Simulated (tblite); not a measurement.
Species: C5H2NS (doublet state).
InChI=1S/C5H2NS/c6-3-5-1-2-7-4-5/h1,4H

Level: GFN2-xTB in tblite, geometry and Hessian alike; calculated harmonic values, unscaled, isolated species. The method is semi-empirical: single wavenumbers can be off by several per cent or more. Open shells enter through the occupations alone, without spin polarisation, and single modes of such species can be off by tens of per cent.

Harmonic wavenumbers (cm⁻¹): 137.3, 147.2, 347.7, 417.0, 464.2, 519.4, 574.3, 614.0, 735.7, 795.6, 799.8, 851.3, 938.1, 1102.4, 1114.9, 1275.2, 1469.2, 1533.4, 2361.8, 3159.6, 3161.6.

A = 7652, B = 1525, C = 1272 MHz; mass 107.991 u (most abundant isotopes); point group Cs, symmetry number 1; spin multiplicity 2.

What is the zero-point energy?

½Σν̃ = 11260 cm⁻¹ = 134.70 kJ/mol.

What is S at 400 K and 1 bar for an ideal gas of classical rigid rotors and harmonic oscillators?

Translation 173.36, rotation 118.61, vibration 68.27, spin (R ln 2) 5.76: S = 366.0 J/(mol K).

And Cp and H(400 K) − H(0)?

Cp = 118.44 J/(mol K), of which vibrations give 85.18 (their classical limit is 21 R = 174.6); H(400 K) − H(0) = 29.37 kJ/mol without the zero-point energy, 16.07 from vibrations.

Blend soft modes into free rotors: weight 1/[1 + (100 cm⁻¹/ν̃)⁴] for the oscillator and the rest for a rotor with moment μB/(μ + B), μ = h/(8π²ν), B = 10⁻⁴⁴ kg m². What vibrational entropy results?

67.39 J/(mol K) in place of 68.27, which changes −T·S at 400 K by +0.35 kJ/mol.

How do the functions run with temperature in this model?

| T (K) | S (J/(mol K)) | Cp (J/(mol K)) | H − H(0) (kJ/mol) | G − H(0) (kJ/mol) | ln q(vib) |
| --- | --- | --- | --- | --- | --- |
| 150 | 281.3 | 59.9 | 6.58 | -35.62 | 0.67 |
| 250 | 318.1 | 86.1 | 13.89 | -65.63 | 1.65 |
| 298.15 | 334.3 | 97.7 | 18.32 | -81.34 | 2.18 |
| 600 | 419.7 | 145.6 | 56.02 | -195.77 | 5.81 |
| 900 | 483.4 | 168.1 | 103.45 | -331.66 | 9.27 |

q(vib) and H(0) count from the zero-point level.

Which modes carry the vibrational entropy at 400 K?

137.3 cm⁻¹: 14.26; 147.2 cm⁻¹: 13.70; 347.7 cm⁻¹: 6.98; 417.0 cm⁻¹: 5.68; 464.2 cm⁻¹: 4.96; 519.4 cm⁻¹: 4.23 J/(mol K); the other 15 give 18.46 together.

Hindered rotation and anharmonicity are outside this model.
